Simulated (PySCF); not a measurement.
N (nitrogen, neutral): UHF calculation

Configuration: [He] 2s2 2p3, high-spin 4S determinant. All numbers are calculated (PySCF 2.14, the non-relativistic Hamiltonian (point nucleus), in def2-SVP (3s2p1d, 14 functions)).

* Total energy: -54.336533 hartree
* One-electron energy: -73.8690 hartree
* Hartree (Coulomb) energy: 26.1308 hartree
* Exchange energy: -6.5984 hartree
* Kinetic energy: 54.33410 hartree
* ⟨S²⟩: 3.7568
* ⟨L²⟩: 0.000
* Sum of ⟨r⟩: 7.336 bohr
* Sum of ⟨r²⟩: 11.92 bohr²
* Density at the nucleus (Gaussians lack the cusp): 186 bohr⁻³
* Spin density at the nucleus: 0.847 bohr⁻³
* Langevin diamagnetic susceptibility: -9.44 ×10⁻⁶ cm³/mol
* Time after the integrals: 0.04 s of wall time on 1 thread of Neoverse-V1 (shared host)

| shell | electrons | mean orbital energy (eV) | rms radius, mean of both spins (bohr) |
| --- | --- | --- | --- |
| 1s α | 1 | -426.35 | 0.265 |
| 1s β | 1 | -423.75 | 0.265 |
| 2s α | 1 | -31.076 | 1.49 |
| 2s β | 1 | -19.240 | 1.49 |
| 2p α | 3 | -15.550 | 1.56 |
